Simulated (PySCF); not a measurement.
A series of related molecules.

All values: PBE0/def2-SVPD (PySCF) at GFN2-xTB geometries, gas phase, one conformer each. Core orbitals are frozen in the response; Δα² is half the sum of the squared differences of the principal polarisabilities.

(1) Rank by HOMO energy, lowest first.
A. `C#C[Si@@H](N)C[SiH2][SiH3]`
B. `C([SiH2][SiH3])[SiH2]N`
C. `[Si@@H](C[SiH2][SiH3])(N)N=C`

(2) Rank by polarisability anisotropy Δα, highest first.
A. `[NH2:1][Si@@H:2]([CH:3]=[O:4])[CH2:5][SiH2:6][SiH3:7]` with H–N1–Si2–C3 26° and 170°, N1–Si2–C3–O4 -15°, N1–Si2–C5–Si6 71°, Si2–C5–Si6–Si7 -75°
B. `[CH:1]#[C:2][Si@@H:3]([NH2:4])[CH2:5][SiH2:6][SiH3:7]` with C2–Si3–N4–H -63° and 75°, C2–Si3–C5–Si6 70°, Si3–C5–Si6–Si7 68°
C. `[NH2:1][SiH2:2][CH2:3][SiH2:4][SiH3:5]` with H–N1–Si2–C3 47° and -176°, N1–Si2–C3–Si4 174°, Si2–C3–Si4–Si5 -63°
D. `[CH2:1]=[N:2][Si@@H:3]([NH2:4])[CH2:5][SiH2:6][SiH3:7]` with C1–N2–Si3–N4 120°, N2–Si3–N4–H 154° and 17°, N2–Si3–C5–Si6 73°, Si3–C5–Si6–Si7 -70°

Answers

(1) A (-7.62 eV), B (-7.40 eV), C (-7.06 eV).

(2) A (5.87 Å³), D (4.64 Å³), B (4.40 Å³), C (3.91 Å³).

All values together:

| SMILES | change | formula | μ (D) | HOMO (eV) | LUMO (eV) | α (Å³) | Δα (Å³) | electrons | α per electron (Å³) |
| --- | --- | --- | --- | --- | --- | --- | --- | --- | --- |
| N[SiH2]C[SiH2][SiH3] | parent | CH11NSi3 | 1.72 | -7.40 | -0.04 | 15.52 | 3.91 | 66 | 0.235 |
| C=N[Si@@H](N)C[SiH2][SiH3] | H on Si replaced by N=CH2 | C2H12N2Si3 | 0.64 | -7.06 | -0.98 | 18.07 | 4.64 | 80 | 0.226 |
| C#C[Si@@H](N)C[SiH2][SiH3] | H on Si replaced by ethynyl | C3H11NSi3 | 1.79 | -7.62 | -0.24 | 18.42 | 4.40 | 78 | 0.236 |
| N[Si@@H](C=O)C[SiH2][SiH3] | H on Si replaced by CHO | C2H11NOSi3 | 1.96 | -6.95 | -1.55 | 17.66 | 5.87 | 80 | 0.221 |

Conformers: `[NH2:1][SiH2:2][CH2:3][SiH2:4][SiH3:5]` with H–N1–Si2–C3 47° and -176°, N1–Si2–C3–Si4 174°, Si2–C3–Si4–Si5 -63°; `[CH2:1]=[N:2][Si@@H:3]([NH2:4])[CH2:5][SiH2:6][SiH3:7]` with C1–N2–Si3–N4 120°, N2–Si3–N4–H 154° and 17°, N2–Si3–C5–Si6 73°, Si3–C5–Si6–Si7 -70°; `[CH:1]#[C:2][Si@@H:3]([NH2:4])[CH2:5][SiH2:6][SiH3:7]` with C2–Si3–N4–H -63° and 75°, C2–Si3–C5–Si6 70°, Si3–C5–Si6–Si7 68°; `[NH2:1][Si@@H:2]([CH:3]=[O:4])[CH2:5][SiH2:6][SiH3:7]` with H–N1–Si2–C3 26° and 170°, N1–Si2–C3–O4 -15°, N1–Si2–C5–Si6 71°, Si2–C5–Si6–Si7 -75°.

Task: Give the shifts from the parent, `N[SiH2]C[SiH2][SiH3]`.

Result: 
| SMILES | change in μ (D) | change in HOMO (eV) | change in LUMO (eV) | change in mean α (Å³) |
| --- | --- | --- | --- | --- |
| C=N[Si@@H](N)C[SiH2][SiH3] | -1.08 | +0.34 | -0.94 | +2.55 |
| C#C[Si@@H](N)C[SiH2][SiH3] | +0.07 | -0.22 | -0.20 | +2.90 |
| N[Si@@H](C=O)C[SiH2][SiH3] | +0.24 | +0.45 | -1.51 | +2.14 |
